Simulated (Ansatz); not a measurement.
`C[S][AlH][OH]` + H–F → `C[S][AlH][F]` + H₂O at 500 K and 1 bar (ligand exchange at the Al–O bond).

Computed with Ansatz on PBE0-D4/def2-TZVP structures; ΔE is electronic, products minus reactants. CCSD(T)/CBS adds triple-zeta CCSD(T) − MP2 to the extrapolated MP2 energy (def2 sets, frozen cores). This one scheme is used for every species. Each species was taken in one conformer, which may not be the lowest.

```json
{"species": "`C[S][AlH][OH]`", "CCSD(T)/CBS energy (Eh)": "-756.12026", "H − E (kJ/mol)": "201.3", "S (J/(mol·K))": "401.1"}
{"species": "H–F", "CCSD(T)/CBS energy (Eh)": "-100.39570", "H − E (kJ/mol)": "39.4", "S (J/(mol·K))": "188.7"}
{"species": "`C[S][AlH][F]`", "CCSD(T)/CBS energy (Eh)": "-780.15488", "H − E (kJ/mol)": "167.9", "S (J/(mol·K))": "386.3"}
{"species": "H₂O", "CCSD(T)/CBS energy (Eh)": "-76.37941", "H − E (kJ/mol)": "73.2", "S (J/(mol·K))": "206.3"}
```

H − E and S are ideal-gas, rigid-rotor, harmonic terms from PBE0-D4/def2-TZVP, for one conformer and one mirror image of each species. 1 Eh = 2625.50 kJ/mol, R = 8.31446 J/(mol·K).

Task: By hand: ΔE, ΔH, ΔS and ΔG.

Result: ΔE = (-780.15488) + (-76.37941) − (-756.12026) − (-100.39570) = -0.01833 Eh = -48.1 kJ/mol. Δ(H − E) = 167.9 + 73.2 − 201.3 − 39.4 = 0.4, so ΔH = -47.7 kJ/mol. ΔS = 386.3 + 206.3 − 401.1 − 188.7 = 2.8 J/(mol·K). ΔG = -47.7 − 500 × (2.8)/1000 = -49.1 kJ/mol.

Task: By hand: the equilibrium constant, and the temperature at which ΔG would vanish if ΔH and ΔS stayed fixed.

Result: log₁₀ K = −ΔG/(RT ln 10) = 5.1. ΔH and −TΔS have one sign here, so there is no such temperature.

The number of gas molecules stays the same, so ΔS is small and ΔH decides. A doubt of 5 kJ/mol in ΔE shifts log₁₀ K by 0.5 here. Other conformers and mirror images would add mixing entropy, several J/(mol·K) or more a flexible species. These are equilibria of isolated gas molecules and say nothing of rates. Largest T1 diagnostic: 0.012 (customary marks: 0.02 for closed shells, 0.045 for open ones).

ΔS is within the doubt of such terms, so its sign, and with it that verdict, could turn.
